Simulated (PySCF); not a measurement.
Isomers of C6H14OSi, mass 130.081 u with the commonest isotopes. Theory: PBE0/pcSseg-1 in PySCF (dipole) on a GFN2-xTB geometry, gas phase. One conformer each, none proved a minimum here; rigid rotors.

Task: Order these by out-of-plane moment Σ m c² = (Ia + Ib − Ic)/2, largest first.
A. `[CH3:1][C@H:2]1[CH2:3][O:4][Si:5]([CH3:6])([CH3:7])[CH2:8]1` with C1–C2–C3–O4 165°, C2–C3–O4–Si5 -25°, C3–O4–Si5–C6 121°, O4–Si5–C8–C2 20°
B. `[CH3:1][C@@H:2]([OH:3])[C@H:4]1[CH2:5][CH2:6][CH2:7][SiH2:8]1` with C1–C2–O3–H 60°, C1–C2–C4–C5 72°, C2–C4–C5–C6 160°, C4–C5–C6–C7 -51°, C5–C6–C7–Si8 38°, C6–C7–Si8–C4 -13°
C. `[CH3:1][CH:2]([CH3:3])[CH2:4][C@@H:5]1[CH2:6][O:7][SiH2:8]1` with C1–C2–C4–C5 173°, C2–C4–C5–C6 -172°
D. `[CH3:1][CH:2]([CH3:3])[C@H:4]1[CH2:5][CH2:6][O:7][SiH2:8]1` with C1–C2–C4–C5 -178°, C2–C4–C5–C6 160°, C4–C5–C6–O7 -39°, C5–C6–O7–Si8 24°, C6–O7–Si8–C4 -2°

Result: A (84.90 u·Å²), C (22.53 u·Å²), B (19.11 u·Å²), D (17.05 u·Å²).

Task: Order these by dipole moment, smallest first.
A. `[CH3:1][CH:2]([CH3:3])[CH2:4][C@@H:5]1[CH2:6][O:7][SiH2:8]1` with C1–C2–C4–C5 173°, C2–C4–C5–C6 -172°
B. `[CH3:1][C@@H:2]([OH:3])[C@H:4]1[CH2:5][CH2:6][CH2:7][SiH2:8]1` with C1–C2–O3–H 60°, C1–C2–C4–C5 72°, C2–C4–C5–C6 160°, C4–C5–C6–C7 -51°, C5–C6–C7–Si8 38°, C6–C7–Si8–C4 -13°
C. `[CH3:1][C@H:2]1[CH2:3][O:4][Si:5]([CH3:6])([CH3:7])[CH2:8]1` with C1–C2–C3–O4 165°, C2–C3–O4–Si5 -25°, C3–O4–Si5–C6 121°, O4–Si5–C8–C2 20°

Result: C (1.30 D), B (1.77 D), A (2.02 D).

Task: Order these by rotational constant A, largest first.
A. `[CH3:1][CH:2]([CH3:3])[C@H:4]1[CH2:5][CH2:6][O:7][SiH2:8]1` with C1–C2–C4–C5 -178°, C2–C4–C5–C6 160°, C4–C5–C6–O7 -39°, C5–C6–O7–Si8 24°, C6–O7–Si8–C4 -2°
B. `[CH3:1][CH:2]([CH3:3])[CH2:4][C@@H:5]1[CH2:6][O:7][SiH2:8]1` with C1–C2–C4–C5 173°, C2–C4–C5–C6 -172°
C. `[CH3:1][C@@H:2]([OH:3])[C@H:4]1[CH2:5][CH2:6][CH2:7][SiH2:8]1` with C1–C2–O3–H 60°, C1–C2–C4–C5 72°, C2–C4–C5–C6 160°, C4–C5–C6–C7 -51°, C5–C6–C7–Si8 38°, C6–C7–Si8–C4 -13°

Result: B (3547 MHz), A (2942 MHz), C (2825 MHz).

```tsv
SMILES	point group	Ia (u·Å²)	Ib (u·Å²)	Ic (u·Å²)	κ	μa (D)	μb (D)	μc (D)
C[C@@H](O)[C@H]1CCC[SiH2]1	C1	178.91	413.18	553.88	-0.68	0.15	1.48	0.96
CC(C)[C@H]1CCO[SiH2]1	C1	171.77	416.41	554.07	-0.70	1.56	0.92	0.27
CC(C)C[C@@H]1CO[SiH2]1	C1	142.48	544.04	641.45	-0.90	1.91	0.04	0.66
C[C@H]1CO[Si](C)(C)C1	C1	176.66	459.66	466.53	-0.98	0.49	0.57	1.07
```
